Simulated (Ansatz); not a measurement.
Ideal-gas functions of C₂H₂FNTe (`FC1N=C1[TeH]`) at 800 K and 1 bar, from an Ansatz frequency run at PBE0-D4/def2-TZVP.

Molar mass 186.64 g/mol, point group C1 (symmetry number 1), electronic degeneracy 1, moments of inertia 46.657, 449.343, 480.102 u Å². Harmonic wavenumbers (cm⁻¹, unscaled): 139, 187, 276, 358, 507, 594, 705, 925, 1022, 1066, 1316, 1363, 1724, 2167, 3183.

Use S(trans) = R[1.5 ln M + 2.5 ln T − 1.1517]; rotational temperatures θ = 24.2544 K / I; S(rot) = R[ln(√π/σ · √(T³/θAθBθC)) + 1.5]; for each mode x = 1.438777 ν̃/T, S = R[x/(eˣ − 1) − ln(1 − e⁻ˣ)] and H = RT x/(eˣ − 1); 1 cm⁻¹ = 0.0119627 kJ/mol; R = 8.31446 J/(mol·K).

Question: By hand: the entropy, in J/(mol·K).

Answer: Translation 194.6. Rotation: θ = 0.5198, 0.054, 0.0505 K, giving 127.9. Vibration, mode by mode: 19.86, 17.41, 14.22, 12.12, 9.36, 8.15, 6.88, 4.98, 4.33, 4.07, 2.86, 2.67, 1.60, 0.84, 0.18, in all 109.5. Electronic 0.0. Sum 432.0 J/(mol·K).

Question: By hand: H − E and G − E in kJ/mol, counted from the electronic energy.

Answer: Zero-point energy ½ × 15532 × 0.0119627 = 92.9; thermal vibration 44.3; translation, rotation and pV give 4 RT = 26.6. H − E = 163.8 kJ/mol, and G − E = 163.8 − 800 × 432.0/1000 = -181.8 kJ/mol.

Vibration gives 25 % of the entropy, 19.9 J/(mol·K) of it from the mode under 150 cm⁻¹: soft modes count most, and the harmonic formula is weakest for them. The sum counts one conformer and one mirror image; others add a mixing term.
